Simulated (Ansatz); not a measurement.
Consider the redistribution: `C[CH](C)[Zn][F]` + `C[O][Ge][F]` → `C[O][Zn][F]` + `C[CH](C)[Ge][F]`.

Program: Ansatz. Geometries: PBE0-D4/def2-TZVP. ΔE: electronic, gas phase. CCSD(T)/CBS adds triple-zeta CCSD(T) − MP2 to the extrapolated MP2 energy (def2 sets, frozen cores). Functionals use def2-TZVPP. For Ge, Zn outer-core shells are correlated without core-valence functions, which leaves a few kJ/mol of doubt a bond. Scalar relativity is left out up to krypton. One conformer a species, not always the lowest.

```csv
species,revPBE-D4 energy (Eh)
`C[CH](C)[Zn][F]`,-1997.72587
`C[O][Ge][F]`,-2291.91736
`C[O][Zn][F]`,-1994.31768
`C[CH](C)[Ge][F]`,-2295.28853
```

**Question.** Work out ΔE.

**Answer.** ΔE = (-1994.31768) + (-2295.28853) − (-1997.72587) − (-2291.91736) = 0.03702 Eh = +1.01 eV. CCSD(T)/CBS gives +0.87 eV.

Largest T1 diagnostic among the species: 0.017.

At CCSD(T), def2-SVP lies +0.05 eV from the extrapolated value and def2-TZVPP +0.03 eV. From BLYP to BHLYP (50 % exact exchange), in def2-TZVPP and without D4, ΔE moves by −0.15 eV.
